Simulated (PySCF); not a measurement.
Ga(Me)(OH)2 (CH5GaO2), SMILES [CH3][Ga]([OH])[OH].

Geometry optimised at B3LYP-D3(BJ)/def2-SVP. The structure was generated by enumeration; whether it is a known compound was not checked. One conformer was computed; it need not be the lowest.

Calculation: PySCF with TDA-PBE/def2-SVPD.

Vertical excitations. 

```csv
state,energy (eV),λ (nm),f,main pairs
S1,5.58,222,0.000,HOMO→LUMO 100 %
S2,6.22,199,0.118,HOMO−1→LUMO 80 %
S3,6.25,198,0.053,HOMO−2→LUMO 96 %
S4,6.34,196,0.014,"HOMO−3→LUMO 58 %, HOMO→LUMO+1 29 %, HOMO−1→LUMO 10 %"
S5,6.57,189,0.011,HOMO−1→LUMO+1 97 %
S6,6.92,179,0.117,"HOMO→LUMO+1 51 %, HOMO−3→LUMO 28 %"
S7,6.93,179,0.001,HOMO−3→LUMO+1 99 %
S8,7.15,173,0.033,HOMO→LUMO+2 98 %
S9,7.29,170,0.095,HOMO−2→LUMO+1 78 %
S10,7.42,167,0.001,HOMO→LUMO+3 99 %
T1,5.36,231,0,HOMO→LUMO 99 %
T2,5.65,220,0,HOMO−1→LUMO 98 %
T3,5.78,215,0,HOMO→LUMO+1 96 %
T4,5.91,210,0,HOMO−2→LUMO 98 %
```
Triplets are in the Tamm–Dancoff approximation.
